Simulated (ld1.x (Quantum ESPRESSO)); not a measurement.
## Cutoff test, C, TM

* Element: carbon
* Generator: ld1.x (Quantum ESPRESSO) 7.5
* Type: norm-conserving Troullier–Martins (Kleinman–Bylander form)
* Functional: BLYP
* Relativity: scalar-relativistic
* Frozen core: [He]
* Valence charge: 4
* Reference configuration: 2s2 2p2
* Partial waves: 2s (bound): rc 1.10 bohr; 2p (bound): rc 2.12 bohr
* Local potential: all-electron potential smoothed inside 0.96 bohr (lloc = -1)
* Core correction: a·sin(br)/r model core inside 0.55 bohr

The pseudo-atom Hamiltonian at the reference potential is diagonalised in spherical Bessel functions j_l(qr) that vanish at 20 bohr, with q² up to the cutoff. All-electron valence levels (Ry): 2s -1.0004, 2p -0.3850.

Q: How do the lowest levels (Ry) of each channel move with the cutoff, and are there ghosts?

A:

```csv
cutoff (Ry),s #1,s #2,p #1,p #2,d #1,d #2,f #1,f #2,Σ f·Δε (mRy)
8,-0.9142,-0.0179,-0.1888,0.0334,0.0671,0.1688,0.1140,0.2466,564.8
12,-0.9304,-0.0185,-0.2806,0.0287,0.0671,0.1688,0.1140,0.2466,348.7
18,-0.9625,-0.0197,-0.3588,0.0259,0.0671,0.1688,0.1140,0.2466,128.3
21,-0.9736,-0.0202,-0.3731,0.0255,0.0671,0.1688,0.1140,0.2466,77.4
30,-0.9916,-0.0209,-0.3846,0.0251,0.0671,0.1688,0.1140,0.2466,18.4
40,-0.9982,-0.0211,-0.3848,0.0251,0.0671,0.1688,0.1140,0.2466,4.7
50,-0.9987,-0.0211,-0.3849,0.0251,0.0671,0.1688,0.1140,0.2466,3.5
60,-0.9988,-0.0212,-0.3850,0.0251,0.0671,0.1688,0.1140,0.2466,3.2
70,-0.9992,-0.0212,-0.3850,0.0251,0.0671,0.1688,0.1140,0.2466,2.4
90,-1.0000,-0.0212,-0.3850,0.0251,0.0671,0.1688,0.1140,0.2466,0.8
110,-1.0003,-0.0212,-0.3850,0.0251,0.0671,0.1688,0.1140,0.2466,0.2
400,-1.0004,-0.0212,-0.3850,0.0251,0.0671,0.1688,0.1140,0.2466,0.0
```

Result: no extra level below or beside the all-electron valence levels (s, p, d, f tested); 10 mRy is reached at 35 Ry and 1 mRy at 90 Ry.

Its largest configuration-test error is +753 meV.
